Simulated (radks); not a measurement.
Task: Valence configurations of Ho II (all share [Xe]). All-electron calculation, scalar-relativistic Kohn-Sham, PBE, spin-unpolarised, spherical densities, finite nucleus; Fermi nuclear charge, rms radius 5.2022 fm. Program: a radial shooting solver on a logarithmic mesh with Libxc functionals. Order these by energy: 4f9.5 5d0.5 6s1 6p1; 4f10 5d1 6s1; 4f10 6s2; 4f9 6s2 6p1; 4f10 6s1.5 6p0.5; 4f11 5d1; 4f12; 4f10 6s1 6p1; 4f11 6s1; 4f11 5d0.5 6s0.5.

Result: From the lowest, in eV above it: 4f11 6s1 0.000; 4f11 5d0.5 6s0.5 1.132; 4f12 1.801; 4f11 5d1 2.339; 4f10 6s2 4.031; 4f10 5d1 6s1 5.238; 4f10 6s1.5 6p0.5 6.094; 4f10 6s1 6p1 8.179; 4f9.5 5d0.5 6s1 6p1 13.296; 4f9 6s2 6p1 20.547. NIST lists [Xe] 4f11 6s1 as the ground configuration; this level of theory agrees among the configurations tried. The energies are those of spherical spin-averaged densities, not of single terms.
